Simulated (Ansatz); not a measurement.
GaGeH5OS (`[OH][GeH2][S][GaH2]`) at its PBE0-D4/def2-TZVP geometry, where that method's forces vanish. The species carries charge 0 and has multiplicity 1.

```xyz
9

O     0.3111    0.9203   -0.3730
Ge   -1.3192    0.0256   -0.5259
S    -0.9747   -1.3212    1.1199
Ga    1.1770   -0.4267    0.9879
H     0.7854    1.0764   -1.1948
H    -1.3099   -0.5483   -1.9555
H    -2.4144    1.0877   -0.3516
H     1.5896    0.4011    2.2465
H     2.1551   -1.2151    0.0466
```

(1) What forces (eV/Å) does PBE-D4/def2-TZVPP give on these atoms in Ansatz 0.2.0? (Best estimate.)

Answers

(1) Computed: 
```
O1   0.097  0.325  0.328
Ge2 -0.299 -0.120 -0.120
S3  -0.124 -0.251  0.266
Ga4  0.181 -0.082  0.081
H5   0.222  0.054 -0.399
H6  -0.002 -0.065 -0.191
H7  -0.143  0.135  0.019
H8   0.014  0.050  0.072
H9   0.054 -0.045 -0.056
```
